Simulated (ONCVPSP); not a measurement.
# What one change does to a pseudopotential (beryllium (Be), ONCV)

beryllium, optimised norm-conserving Vanderbilt (ONCV), made with ONCVPSP 4.0.1 (LDA (Perdew-Wang 92), scalar-relativistic). Core [He], reference 2s2. Waves: 2s: rc 2.00 bohr, ncon 4, nbas 7, qcut 3 1/bohr, 2 projectors, debl 1.4 Ha; p scattering state at 0.02 Ha: rc 1.60 bohr, ncon 5, nbas 10, qcut 6 1/bohr, 2 projectors, debl 2.4 Ha. Local part: polynomial inside 1.40 bohr (lpopt 3, dvloc0 2 Ha). Core correction: none.

In the p channel the program set the typed energies aside and used 0.050, 2.450 Ha.

All-electron outer shells of the reference configuration (LDA (PZ), scalar-relativistic, ld1.x):

```
shell  level (eV)  outermost node (bohr)  outermost maximum (bohr)
   1s     -104.93                      –                      0.27
   2s       -5.61                   0.60                      2.04
```

Change: s: qcut 4.2.

Cutoffs: the cutoffs (Ha) at which the residual kinetic energy of the hardest occupied pseudo-wave falls to 1 and 0.1 mHa per electron; they do not see the model core or the augmentation charge, which bear on the density cutoff. Errors are all-electron minus pseudo energies relative to the spin-unpolarised reference configuration.

Task: How do hardness, ghosts and transferability respond?

Result: The potential gets neither clearly harder nor softer (5.3 Ha and 25 Ha → 5.8 Ha and 8.0 Ha); of the 3 tests that both files solve, the error grows in 1 and shrinks in 0 by more than 15 % and 0.3 meV (median size 2.9 → 4.1 meV); neither file shows a bound ghost.

| quantity | base | changed |
| --- | --- | --- |
| cutoff, loose | 5.3 Ha | 5.8 Ha |
| cutoff, tight | 25 Ha | 8.0 Ha |
| bound ghosts | none | none |
| GHOST(+) flags under 300 eV | none | none |
| tests with a reliable result | 3 of 4 | 3 of 4 |
| error for 2s1, meV [ΔE 9.51 eV] | +16 | +18 |
| error for 2s1.5, meV [ΔE 3.75 eV] | +2.2 | +2.5 |
| error for 2s1 2p1, meV [ΔE 3.52 eV] | +2.9 | +4.1 |
| s: phases at 2.03 bohr within 0.05 rad from the reference energy up to (Ha; the scan ends near 5) | 2.8 | 2.8 |
| p: phases at 1.63 bohr within 0.05 rad from the reference energy up to (Ha; the scan ends near 5) | to the end of the scan | to the end of the scan |

Base: The cutoffs count occupied waves only; projector 2 of the p channel, the hardest unoccupied one, needs 18 Ha at the loose tolerance. Changed file: The cutoffs count occupied waves only; projector 2 of the p channel, the hardest unoccupied one, needs 18 Ha at the loose tolerance.
